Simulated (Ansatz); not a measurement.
Ansatz results at the PBE0-D4/def2-TZVP geometry: LUMO energy (PBE/def2-TZVPP) -0.75 eV; HOMO–LUMO gap (ωB97M-V/def2-TZVPP) 10.28 eV; size of the dipole moment (ωB97M-V/def2-TZVPP) 2.00 D.

Each molecule was computed in one conformer, which needn't be the lowest.

(1) Which molecule gave them?
A. `CC#CCCCC`
B. `O=P`
C. `Fc1cccc(C(F)(F)F)c1`
D. `Cc1cccc(O)c1O`

Answers

(1) D. The others give `CC#CCCCC`: 0.24, 11.86, 0.15; `Fc1cccc(C(F)(F)F)c1`: -2.07, 10.64, 2.34; `O=P`: -4.20, 8.82, 2.42.
